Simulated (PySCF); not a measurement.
SMILES [O]=[W-2](=[O])(=[O])=[O] (charge -2) (B3LYP/def2-SVP optimised geometry):

```
5

W     -0.601    -0.850     0.000
O     -1.201    -1.700     1.472
O     -1.204    -1.700    -1.471
O      1.201    -0.850     0.000
O     -1.201     0.850     0.000
```

Method: PySCF 2.14.0 with B3LYP/def2-TZVPD, def2 effective core potentials past Kr.

Problem. What are the frontier orbital energies?

Solution. HOMO-2 2.47 eV, HOMO-1 2.47 eV, HOMO 2.47 eV, LUMO 7.07 eV, LUMO+1 7.07 eV.

On the same geometry PBE/def2-TZVPD, def2 effective core potentials past Kr run with PySCF gives HOMO-2 3.68 eV, HOMO-1 3.68 eV, HOMO 3.69 eV, LUMO 6.86 eV, LUMO+1 6.86 eV.
